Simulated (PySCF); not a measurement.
**Working out the ionisation energy of Mn²⁺**

Mn²⁺ [Ar] 3d5 (6S) → Mn³⁺ [Ar] 3d4 (5D). Computed with PySCF 2.14 in aug-cc-pVDZ (7s6p4d2f, 59 functions), with the non-relativistic Hamiltonian (point nucleus). Frozen: [Ar]. Energies in hartree (1 hartree = 27.21139 eV):

```json
{"part": "UHF", "Mn²⁺ (lower)": "-1149.107067", "Mn³⁺ (upper)": "-1147.903541"}
{"part": "MP2 opposite-spin", "Mn²⁺ (lower)": "0.000000", "Mn³⁺ (upper)": "0.000000"}
{"part": "MP2 same-spin", "Mn²⁺ (lower)": "-0.054136", "Mn³⁺ (upper)": "-0.025897"}
```

Task: What does Hartree-Fock give?

Result: (-1147.903541) − (-1149.107067) = 1.203526 hartree = 32.750 eV.

Task: What do MP2 and SCS-MP2 (6/5 opposite-spin, 1/3 same-spin) give?

Result: The opposite-spin parts differ by 0.000 eV and the same-spin parts by 0.768 eV. MP2: 32.750 + (0.000) + (0.768) = 33.518 eV. SCS-MP2: 32.750 + 1.2 × (0.000) + (0.768)/3 = 33.006 eV.

Reference: 33.668 ± 0.012 eV (measured; NIST Atomic Spectra Database, ionization energies), between the lowest levels; spin-orbit coupling is absent from the calculation.

The calculation is non-relativistic.

A double-zeta basis recovers only part of the correlation energy.

What remains against the reference includes basis incompleteness, the frozen core and correlation beyond second order.
